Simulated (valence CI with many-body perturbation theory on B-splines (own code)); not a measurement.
E1 line list for Ir⁴⁺

Level of theory: relativistic CI+MBPT: five valence electrons over a frozen Dirac-Fock core [Xe] 4f14, a basis of 7 s, 7 p, 8 d, 6 f, 4 g, 1 h functions for each j, with the one-electron correlation potential Σ1, the two-electron term Σ2, the three-electron term Σ3, Breit, model QED; selected CI, second order for the rest, scaled by the run's own slope (own B-spline code, finite nucleus).

No measured levels were compared; by estimate terms of the open shell hold to 2 to 4 % of their energy, and close levels can change places; different configurations can be misplaced against each other by 1,000 to 8,000 cm⁻¹. Among the levels kept, up to 2200 cm⁻¹ of a level comes from second order outside the variational space, and about a tenth of that is noise between levels of different J, which matters for small intervals.

Lines 1 to 50 of 551 in falling wavelength, among levels below 208180 cm⁻¹, chosen from the strongest by gf and those to the six lowest levels. Wavelengths and rates use the calculated energies, so an error of 2000 cm⁻¹ moves a line at 1817 Å by 3.6 % and its rate by three times that or more. Electric multipoles are in the length gauge, E1 and E2 with the static RPA response of the core. Weak lines are less certain than strong ones. Lines between different terms over intervals too small for the method are left out, as are lines whose strength nearly cancels. Where a level lies close to another of its J and parity, the split of strength between their lines is uncertain. The highest levels of a list are the least certain.

Names give the largest LS component (configuration and term), which can be under half, so a name can repeat, a term be missing and a line seem to break the LS rules; names also repeat where a configuration has a term twice. Letters in brackets count levels of one name in rising energy.

```
λ vac (Å)               Upper             Lower   A (s⁻¹)  S (a.u.) with core polarisation  S without
     1817   5d⁴6p ⁴F°_9/2 [a]  5d⁴6s ⁴D_7/2 [a]  4.17e+07                         1.24e+00   1.46e+00
     1747       5d⁴6p ⁶F°_5/2  5d⁴6s ⁴D_3/2 [a]  7.52e+07                         1.19e+00   1.41e+00
     1735       5d⁴6p ⁶F°_7/2  5d⁴6s ⁴D_5/2 [a]  9.14e+07                         1.89e+00   2.24e+00
     1652   5d⁴6p ⁴H°_9/2 [b]  5d⁴6s ²G_7/2 [a]  8.83e+07                         1.96e+00   2.33e+00
     1606       5d⁴6p ⁶D°_9/2  5d⁴6s ²G_7/2 [b]  9.66e+07                         1.98e+00   2.35e+00
     1604   5d⁴6p ⁴F°_9/2 [a]      5d⁴6s ⁴H_7/2  1.25e+08                         2.55e+00   3.03e+00
     1594   5d⁴6p ⁴F°_5/2 [d]  5d⁴6s ²F_5/2 [a]  1.00e+08                         1.20e+00   1.44e+00
     1583  5d⁴6p ²I°_13/2 [a]     5d⁴6s ²I_11/2  1.81e+08                         4.97e+00   5.89e+00
     1578       5d⁴6p ⁴I°_9/2  5d⁴6s ⁴D_7/2 [a]  7.86e+07                         1.52e+00   1.81e+00
     1566  5d⁴6p ⁴H°_11/2 [a]  5d⁴6s ²G_9/2 [a]  8.88e+07                         2.02e+00   2.41e+00
     1555      5d⁴6p ⁴I°_11/2  5d⁴6s ⁴H_9/2 [b]  8.77e+07                         1.95e+00   2.33e+00
     1547      5d⁴6p ²K°_13/2     5d⁴6s ²H_11/2  1.29e+08                         3.30e+00   3.94e+00
     1540   5d⁴6p ⁴G°_9/2 [a]  5d⁴6s ²G_9/2 [a]  9.57e+07                         1.73e+00   2.06e+00
     1540   5d⁴6p ⁴G°_7/2 [a]  5d⁴6s ²D_5/2 [a]  7.45e+07                         1.08e+00   1.28e+00
     1540   5d⁴6p ²F°_7/2 [b]  5d⁴6s ²G_7/2 [c]  7.44e+07                         1.07e+00   1.28e+00
     1532   5d⁴6p ⁴P°_5/2 [b]  5d⁴6s ²G_7/2 [b]  1.71e+08                         1.83e+00   2.18e+00
     1524   5d⁴6p ⁴H°_9/2 [a]  5d⁴6s ⁴H_9/2 [b]  1.27e+08                         2.22e+00   2.65e+00
     1524   5d⁴6p ⁴D°_7/2 [d]  5d⁴6s ²F_5/2 [b]  9.66e+07                         1.35e+00   1.60e+00
     1523   5d⁴6p ²H°_9/2 [a]  5d⁴6s ²G_7/2 [c]  8.67e+07                         1.51e+00   1.79e+00
     1523  5d⁴6p ²H°_11/2 [a]     5d⁴6s ²I_13/2  5.05e+07                         1.06e+00   1.27e+00
     1521   5d⁴6p ⁴G°_5/2 [a]  5d⁴6s ⁴F_3/2 [a]  1.10e+08                         1.14e+00   1.36e+00
     1518   5d⁴6p ²F°_5/2 [b]  5d⁴6s ⁴F_5/2 [a]  1.06e+08                         1.09e+00   1.31e+00
     1512   5d⁴6p ²G°_7/2 [a]      5d⁴6s ⁴G_7/2  1.09e+08                         1.49e+00   1.78e+00
     1511   5d⁴6p ⁴D°_1/2 [a]  5d⁴6s ⁴P_1/2 [a]  3.73e+08                         1.27e+00   1.52e+00
     1507   5d⁴6p ²G°_7/2 [e]      5d⁴6s ⁴F_9/2  7.92e+07                         1.07e+00   1.28e+00
     1503   5d⁴6p ²P°_1/2 [a]  5d⁴6s ²S_1/2 [a]  4.50e+08                         1.51e+00   1.80e+00
     1494   5d⁴6p ²G°_7/2 [a]  5d⁴6s ⁴D_7/2 [a]  7.62e+07                         1.00e+00   1.20e+00
     1492   5d⁴6p ⁴P°_3/2 [b]  5d⁴6s ⁴P_5/2 [b]  2.44e+08                         1.60e+00   1.92e+00
     1492  5d⁴6p ⁴G°_11/2 [a]     5d⁴6s ²I_11/2  2.06e+08                         4.05e+00   4.81e+00
     1489   5d⁴6p ⁴H°_9/2 [b]      5d⁴6s ⁴G_9/2  1.69e+08                         2.74e+00   3.28e+00
     1482   5d⁴6p ²F°_7/2 [b]  5d⁴6s ²G_9/2 [b]  2.03e+08                         2.61e+00   3.12e+00
     1477   5d⁴6p ⁴D°_7/2 [c]  5d⁴6s ²F_7/2 [a]  8.79e+07                         1.12e+00   1.34e+00
     1476   5d⁴6p ²F°_5/2 [b]  5d⁴6s ²F_7/2 [a]  2.64e+08                         2.51e+00   3.00e+00
     1470       5d⁴6p ⁴H°_7/2  5d⁴6s ⁴H_9/2 [a]  2.34e+08                         2.93e+00   3.51e+00
     1467  5d⁴6p ⁴H°_13/2 [a]     5d⁴6s ²H_11/2  6.99e+07                         1.53e+00   1.80e+00
     1466   5d⁴6p ²H°_9/2 [a]  5d⁴6s ²G_9/2 [b]  1.04e+08                         1.61e+00   1.92e+00
     1464      5d⁴6p ²K°_13/2     5d⁴6s ²I_13/2  2.49e+08                         5.41e+00   6.47e+00
     1464   5d⁴6p ⁴F°_5/2 [c]  5d⁴6s ⁴D_5/2 [c]  2.73e+08                         2.53e+00   3.02e+00
     1463   5d⁴6p ²D°_3/2 [a]  5d⁴6s ²F_5/2 [a]  2.24e+08                         1.39e+00   1.65e+00
     1463       5d⁴6p ⁴I°_9/2  5d⁴6s ⁴H_9/2 [a]  2.77e+08                         4.28e+00   5.11e+00
     1462   5d⁴6p ²F°_7/2 [a]  5d⁴6s ⁴F_7/2 [a]  1.37e+08                         1.69e+00   2.03e+00
     1456       5d⁴6p ⁶D°_9/2      5d⁴6s ²H_9/2  1.20e+08                         1.83e+00   2.19e+00
     1456   5d⁴6p ⁴F°_7/2 [a]      5d⁴6s ⁴G_9/2  1.20e+08                         1.46e+00   1.75e+00
     1452      5d⁴6p ⁴I°_11/2     5d⁴6s ⁴H_11/2  3.82e+08                         6.93e+00   8.29e+00
     1450   5d⁴6p ⁴D°_3/2 [b]      5d⁴6s ⁴G_5/2  1.69e+08                         1.02e+00   1.21e+00
     1447   5d⁴6p ⁶D°_7/2 [a]  5d⁴6s ⁴D_5/2 [b]  1.42e+08                         1.70e+00   2.00e+00
     1446  5d⁴6p ²H°_11/2 [a]     5d⁴6s ⁴G_11/2  8.70e+07                         1.56e+00   1.87e+00
     1443  5d⁴6p ⁴H°_11/2 [b]     5d⁴6s ²I_13/2  2.23e+08                         3.97e+00   4.75e+00
     1442   5d⁴6p ⁴F°_9/2 [c]     5d⁴6s ⁴G_11/2  1.49e+08                         2.21e+00   2.65e+00
     1442   5d⁴6p ⁴G°_5/2 [b]      5d⁴6s ⁴G_5/2  1.17e+08                         1.04e+00   1.23e+00
```
